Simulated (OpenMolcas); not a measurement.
Ti3+ with its 6 nearest chloride ions at 2.496 Å, on the Y site of Cs2NaYCl6 (a = 10.7396 Å, distance in the model lattice 2.619 Å). The rest of the host is ab initio model potentials to 7.6 Å, with orthogonalisation functions on the cations behind the ligands, and point charges beyond; the distance is set by hand and nothing relaxes. Ligand basis ANO-RCC-VDZP.

* Program: OpenMolcas 26.06
* Method: SS-CASPT2, IPEA 0.25 Eh, imaginary shift 0.1 Eh (closed shells correlated: 3s 3p and the ligand valence shells)
* Basis: ANO-RCC-VTZP [6s5p3d2f1g]
* Scalar Hamiltonian: DKH2, point nucleus
* Active space: 1 electron in 5 orbitals (3d)
* State averaging: 2S+1 = 2 even, 5 roots
* Spin-orbit coupling: RASSI with atomic mean-field integrals over the reference wave functions

Q: What is the spin-free ground state (labels of O, the rotations of Oh)?

A: 2T2, 3-fold in its orbital part; it has the highest spin that d1 allows.

Q: Where is the first state of the same spin?

A: 2E at 11600 cm-1 above the ground state.

Q: What are the lowest two levels with spin-orbit coupling?

A: A 4-fold level Γ8, then a 2-fold level Γ7 220 cm-1 above it. Their leading multiplicities are 2 (100 %) and 2 (100 %).

Q: What is χT at 300 K, and how does it compare with the textbook value?

A: The lowest level has 2S+1 = 2, for which the spin-only value is χT = S(S+1) / 2 = 0.375 cm3 K/mol (g = 2). The computed 0.451 at 300 K differs by +0.076, through orbital momentum, spin-orbit coupling and any other state in reach. With a threefold ground state the orbital momentum is unquenched, so the spin-only value is not expected to hold.

Q: Which ligand-field parameters describe the states?

A: The gap between the two states is 10Dq = 11641 cm-1. 

Roots that are degenerate in the reference are averaged as groups; the widest CASPT2 spread within a group is 12 cm-1 (the 2-fold group of multiplicity 2 near 11600 cm-1 above the lowest state of its run). Shifts and gaps below about the spread of the groups concerned are not significant. Over all roots computed the reference weight is 0.68; a low but even weight reflects the number of correlated electrons. An orbital triplet at a regular site is open to Jahn-Teller coupling, which can distort the site and quench the lowest spin-orbit gaps and is left out. Ligand-to-metal charge-transfer states are missing. With one d shell and no ligand orbital active, 10Dq can be off by a tenth or more. No measured value stands beside these numbers; the geometry was set by hand and not optimised.
